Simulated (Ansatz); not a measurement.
Input and output for `[NH2][Al]([SH])[O][SiH3]`.

```yaml
crystal:
  periodic: [false, false, false]
  atoms:
    - {symbol: N, position_ang: [-1.220702, 2.392029, 0.050378]}
    - {symbol: Al, position_ang: [-0.051623, 1.044221, -0.408017]}
    - {symbol: S, position_ang: [1.540751, 1.407592, -2.010452]}
    - {symbol: O, position_ang: [-0.163786, -0.526575, 0.392508]}
    - {symbol: Si, position_ang: [0.195855, -2.147132, 0.777842]}
    - {symbol: H, position_ang: [-1.227448, 3.359283, -0.374274]}
    - {symbol: H, position_ang: [-1.980036, 2.298815, 0.779324]}
    - {symbol: H, position_ang: [2.045775, 0.095579, -1.884365]}
    - {symbol: H, position_ang: [0.578561, -2.266616, 2.286228]}
    - {symbol: H, position_ang: [1.395261, -2.664473, -0.083780]}
    - {symbol: H, position_ang: [-1.044147, -3.052468, 0.496237]}
basis:
  gaussian: {orbitals: def2-SVPD}
magnetization: {spin_polarized: true, initial_magnetization: 2}
hamiltonian: {xc: {name: BHLYP}}
scf: {lower_state_search: off}
output: {forces: true}
```

```sh
$ ansatz run in.yaml --threads 4 --pin off --events-out ev --progress --plain --max-ram 10444MiB
```

Shortened log:

```
Functional definition: BHLYP
1578 factors; integrals over basis functions are off by at most 1.4e-3 eV
mean field evaluation 1: about -28920.8964 eV, gradient 5.0e1 eV
mean field evaluation 2: about -28883.9001 eV, gradient 9.6e1 eV
mean field evaluation 4: about -28931.4893 eV, gradient 6.1e0 eV
mean field evaluation 8: about -28931.7977 eV, gradient 1.0e0 eV
mean field evaluation 16: about -28931.8104 eV, gradient 7.6e-2 eV
mean field evaluation 32: about -28932.0591 eV, gradient 2.8e-6 eV
mean field -28932.05913366 eV, -1063.2335623078 hartree, gradient 2.8e-6 eV, S^2 2.005683; 0 other end points of the search recorded, 0 dependent functions left out
reference -28932.05936222 eV, -1063.2335707073 hartree; 33, 31 occupied and 133, 135 virtual orbitals, 1578 factors
Total energy: -28932.05936222 eV, -1063.2335707073 hartree
Atom 0 at    -1.220702     2.392029     0.050378 Å, force    -1.942175     2.165692     0.794698 eV/Å
Atom 1 at    -0.051623     1.044221    -0.408017 Å, force     2.024369    -3.199958    -0.408598 eV/Å
Atom 2 at     1.540751     1.407592    -2.010452 Å, force     0.021183    -1.451459     0.625921 eV/Å
Atom 3 at    -0.163786    -0.526575     0.392508 Å, force     0.350717    -0.090537    -0.287883 eV/Å
Atom 4 at     0.195855    -2.147132     0.777842 Å, force    -0.037495     0.244429    -0.080503 eV/Å
Atom 5 at    -1.227448     3.359283    -0.374274 Å, force     0.000554    -0.561105     0.249373 eV/Å
Atom 6 at    -1.980036     2.298815     0.779324 Å, force     0.415972     0.071473    -0.408330 eV/Å
Atom 7 at     2.045775     0.095579    -1.884365 Å, force    -0.510816     1.387286    -0.154129 eV/Å
Atom 8 at     0.578561    -2.266616     2.286228 Å, force    -0.341567     0.145137    -1.295857 eV/Å
Atom 9 at     1.395261    -2.664473    -0.083780 Å, force    -1.027207     0.470909     0.728396 eV/Å
Atom 10 at    -1.044147    -3.052468     0.496237 Å, force     1.046465     0.818133     0.236911 eV/Å
Dipole moment:    -0.459845     0.369932     0.251323 e Å
Checks for a lower state left out: stability, starts, cluster_reference, orbital_swaps, neighbouring_geometries, increment
```

It took 3 s on 4 threads of an AMD EPYC 9R45 on a shared host, with 0.57 GiB of host memory at the peak.
